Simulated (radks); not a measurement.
Values are calculated unless marked as measured or tabulated.
All-electron atom: the chromium ion Cr2+ in [Ar] 3d4.

Code: a radial shooting solver on a logarithmic mesh with Libxc functionals. Model: scalar-relativistic Kohn-Sham, PBEsol, spin-polarised, spherical densities, point nucleus; open shells are filled with parallel spins first.

Energy parts (eV):
part                      energy
total                 -28537.965
kinetic                28824.953
electron-nucleus      -67684.951
Hartree                11605.444
exchange-correlation   -1283.411

Orbitals (lengths in bohr, moments of r in powers of bohr; r(max) is where P^2 peaks):
| orbital | occ. | eigenvalue (eV) | <r> | <r^4> | r(max) |
|---|---|---|---|---|---|
| 1s up | 1 | -5894.940 | 0.06360 | 0.00007612 | 0.04164 |
| 1s down | 1 | -5894.958 | 0.06360 | 0.00007611 | 0.04164 |
| 2s up | 1 | -687.8254 | 0.2936 | 0.01821 | 0.2438 |
| 2s down | 1 | -686.2299 | 0.2931 | 0.01806 | 0.2436 |
| 2p up | 3 | -581.5751 | 0.2603 | 0.01425 | 0.1978 |
| 2p down | 3 | -580.3568 | 0.2597 | 0.01410 | 0.1976 |
| 3s up | 1 | -96.2666 | 0.8982 | 1.404 | 0.7762 |
| 3s down | 1 | -92.1748 | 0.9000 | 1.421 | 0.7768 |
| 3p up | 3 | -67.6905 | 0.9560 | 2.020 | 0.7963 |
| 3p down | 3 | -63.6437 | 0.9598 | 2.073 | 0.7973 |
| 3d up | 4 | -24.1362 | 1.208 | 8.249 | 0.8170 |
| 3d down | 0 | -20.3138 | 1.255 | 10.23 | 0.8256 |

The highest occupied level is 3d up at -24.136 eV. Summed over all electrons, <r^2> = 16.54 bohr^2, which gives a Langevin (diamagnetic) susceptibility term of -13.1 x 10^-6 cm^3/mol. For comparison, the ionisation energy in NIST's Atomic Spectra Database is 30.96 eV (measured). In exact Kohn-Sham theory the highest level is minus the ionisation energy, but local and semilocal functionals leave it too shallow, through self-interaction and a potential that decays too fast; potentials with the right tail come closer.
